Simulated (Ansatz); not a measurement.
F₄Te, charge +1, doublet, geometry from GFN2-xTB (a state made from the parent by changing its charge; the spin is typed, not shown lowest) (core potentials on Te). Base run: R2SCAN/def2-SVP run with Ansatz (a program for electronic structure).

Geometry (Å):
```xyz
5

Te    -0.0106     0.0030     0.2851
F      1.1485     1.6041     0.1139
F      1.1853    -0.8375    -0.8596
F     -1.1550    -1.6023     0.0613
F     -1.1174     0.8186    -0.9625
```
Charge +1, spin multiplicity 2.
Orbitals are unrestricted.
All else is at Ansatz's defaults.

Each row names what was changed in the base input (with any setting that the change needs).

```
change              basis functions       E (Eh)  core-seconds (rough)
------------------  ---------------  -----------  --------------------
base                             82   -666.56109                    30
basis = STO-3G                   47  -6942.48377                    10
basis = 3-21G                    69  -6982.32878                    60
basis = def2-SV(P)               82   -666.56109                    40
basis = def2-SVPD               127   -666.60241                    80
basis = def2-TZVPP              174   -667.11736                    80
basis = def2-TZVP               174   -667.11736                   100
basis = def2-TZVPD              219   -667.12234                   200
basis = def2-QZVPP              310   -667.15044                   200
basis = def2-QZVP               310   -667.15044                   200
```

Totals compare only among sets that treat the same electrons; sets with core potentials leave the core out.
